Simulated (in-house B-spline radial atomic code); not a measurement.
**BLYP excitations of O4+**

Method: BLYP. Computed with an all-electron radial atomic-structure program (B-spline basis): linear response of the closed shell [He] 2s2 with the functional's adiabatic kernel; non-relativistic, point nucleus, no spin-orbit coupling, no double excitations, S, P, D and F terms only.

Command:
```bash
python run_td.py task.json out
```
Settings (radii: box in bohr, nucleus in fm):
```
Z                        8
electrons                4
configuration            [He] 2s2
hamiltonian              nr
method                   b88,lyp
box_radius               19.1
intervals                48
```

Cost of the run: 0.1 s on 1 thread of Arm Neoverse N1 (shared host).

The lowest states, in the order of their Tamm-Dancoff energies; the method's threshold (minus the highest occupied level) is 102.60 eV. Labels give the largest channel, * marks a mixed state, and oscillator strengths are full-response dipole values. Semilocal kernels can invert the small singlet-triplet splittings of Rydberg terms. Energies in eV:

| state | full response | Tamm-Dancoff | oscillator strength |
| --- | --- | --- | --- |
| 2s → 2p 3P | 6.944 | 8.453 | - |
| 2s → 2p 1P | 18.046 | 18.984 | 0.486 |
| 2s → 3s 3S | 64.62 | 64.64 | - |
| 2s → 3s 1S | 66.91 | 66.95 | - |
| 2s → 3p 3P | 68.15 | 68.18 | - |
| 2s → 3p 1P | 69.13 | 69.14 | 0.388 |
| 2s → 3d 3D | 70.24 | 70.30 | - |
| 2s → 3d 1D | ? | ? | - |
| 2s → 4s 3S | 84.11 | 84.11 | - |
| 2s → 4s 1S | 84.76 | 84.77 | - |
| 2s → 4p 3P | 85.45 | 85.45 | - |
| 2s → 4p 1P | ? | ? | ? |
| 2s → 4d 3D | 86.40 | 86.42 | - |
| 2s → 4d 1D | 86.90 | 86.90 | - |
| 2s → 4f 3F | 87.37 | 87.37 | - |
| 2s → 4f 1F | 87.48 | 87.48 | - |

Where does 2s → 3d 1D lie?

At 72.10 eV in full response, 72.10 eV in Tamm-Dancoff.

Where does 2s → 4p 1P lie?

At 85.73 eV in full response, 85.73 eV in Tamm-Dancoff, oscillator strength 0.106.

How large is the singlet-triplet splitting of 2s → 2p (P terms) in Tamm-Dancoff?

10.5 eV, from the unrounded values.

What polarisabilities and dispersion coefficient does the method give?

Dipole 1.211 bohr³, quadrupole 0.5183 bohr⁵, C6 0.8265 hartree·bohr⁶ for two such species.
